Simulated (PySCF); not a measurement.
GeH5NO, SMILES [OH][GeH2][NH2]. Geometry: B3LYP-D3(BJ)/def2-SVP. One conformer was computed; it need not be the lowest.

Computed equilibrium geometry at B3LYP-D3(BJ)/def2-SVP (PySCF confirms it by a frequency run) as bond lengths and angles, and its point group (one conformer of several):
point group Cs.
Atoms: Ge1 N2 O3 H4 H5 H6 H7 H8. Bond lengths (Å): Ge1–N2 1.827, Ge1–O3 1.799, Ge1–H4 1.543, Ge1–H5 1.543, N2–H6 1.019, N2–H7 1.019, O3–H8 0.966. Angles (°): N2–Ge1–O3 108.7, N2–Ge1–H4 108.0, N2–Ge1–H5 108.0, O3–Ge1–H4 109.7, O3–Ge1–H5 109.7, H4–Ge1–H5 112.6, Ge1–N2–H6 114.4, Ge1–N2–H7 114.4, H6–N2–H7 108.5, Ge1–O3–H8 113.4.
